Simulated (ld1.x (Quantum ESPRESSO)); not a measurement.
**u(r) = r·R(r): atom against pseudo-atom (Au (Z = 79))**

Columns: radius, all-electron u(r) and pseudo u(r) of the 6p shell (level -6.71 eV) of gold in the configuration [Xe] 4f14 5d10 6s0 6p0; PBE, scalar-relativistic, TM semilocal scheme, ld1.x (Quantum ESPRESSO) 7.5.

| r (bohr) | all-electron | pseudo |
| --- | --- | --- |
| 0.110 | -0.0855 | 0.0036 |
| 0.220 | 0.0213 | 0.0140 |
| 0.330 | 0.1470 | 0.0299 |
| 0.440 | 0.0791 | 0.0495 |
| 0.550 | -0.0594 | 0.0708 |
| 0.660 | -0.1735 | 0.0917 |
| 0.770 | -0.2327 | 0.1107 |
| 0.880 | -0.2390 | 0.1273 |
| 0.990 | -0.2055 | 0.1417 |
| 1.100 | -0.1464 | 0.1552 |
| 1.210 | -0.0734 | 0.1692 |
| 1.320 | 0.0051 | 0.1858 |
| 1.430 | 0.0834 | 0.2067 |
| 1.540 | 0.1582 | 0.2334 |
| 1.650 | 0.2274 | 0.2669 |
| 1.760 | 0.2900 | 0.3066 |
| 1.870 | 0.3456 | 0.3505 |
| 1.980 | 0.3943 | 0.3950 |
| 2.090 | 0.4360 | 0.4361 |
| 2.200 | 0.4714 | 0.4714 |
| 2.310 | 0.5008 | 0.5008 |
| 2.420 | 0.5246 | 0.5246 |
| 2.530 | 0.5434 | 0.5434 |
| 2.640 | 0.5577 | 0.5577 |
| 2.750 | 0.5679 | 0.5679 |
| 2.860 | 0.5744 | 0.5744 |

Problem. How many radial nodes do the two functions have?

Solution. The all-electron 6p function has n − l − 1 = 4 (the table is too coarse to show those close to the nucleus); the pseudo-wave has 0, since the states of the same l below it are removed with the core.

Problem. At about which radius was the pseudo-wave matched?

Solution. 2.20 bohr. The columns agree to 0.0005 from 2.09 bohr on; several derivatives are matched, so the curves merge somewhat inside the radius.

Problem. Is the pseudo-wave norm-conserving?

Solution. Yes: the TM semilocal scheme keeps the norm inside the radius equal to the all-electron one, which fixes the energy derivative of the logarithmic derivative at the level.
